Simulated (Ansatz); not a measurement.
`O=C1B[SiH2]C1`, relaxed with RKS PBE-D4/def2-SVP in Ansatz 0.2.0 from a rough embedded geometry. The force threshold is 0.03 eV/Å; the program also tests the step.

Total charge 0; spin multiplicity 1.

Start:

```xyz
10

O    -0.945   -1.968   -1.198
C    -0.466   -1.054   -0.641
B     1.027   -0.802   -0.128
Si    0.591    0.935    0.647
C    -0.943    0.304   -0.144
H     2.031   -1.444   -0.111
H     0.552    0.978    2.070
H     1.164    2.033   -0.151
H    -1.284    0.875   -0.974
H    -1.727    0.142    0.630
```

```json
{"step": "1", "energy (eV)": "-12737.0312", "largest force (eV/Å)": "3.768", "largest move (Å)": "0.000"}
{"step": "2", "energy (eV)": "-12737.8832", "largest force (eV/Å)": "0.670", "largest move (Å)": "0.193"}
{"step": "3", "energy (eV)": "-12737.9517", "largest force (eV/Å)": "0.369", "largest move (Å)": "0.106"}
{"step": "4", "energy (eV)": "-12737.9627", "largest force (eV/Å)": "0.108", "largest move (Å)": "0.031"}
{"step": "5", "energy (eV)": "-12737.9644", "largest force (eV/Å)": "0.052", "largest move (Å)": "0.009"}
{"step": "6", "energy (eV)": "-12737.9646", "largest force (eV/Å)": "0.027", "largest move (Å)": "0.003"}
```

End:

```xyz
10

O    -0.942   -1.948   -1.196
C    -0.386   -1.034   -0.606
B     1.175   -0.892   -0.096
Si    0.623    0.934    0.627
C    -1.033    0.305   -0.144
H     2.093   -1.673   -0.220
H     0.595    1.150    2.118
H     1.207    2.154   -0.039
H    -1.452    0.879   -0.999
H    -1.881    0.126    0.555
```

It took 23 s on 2 threads of an Arm Neoverse N1 on a shared host, with 0.15 GiB of host memory at the peak.
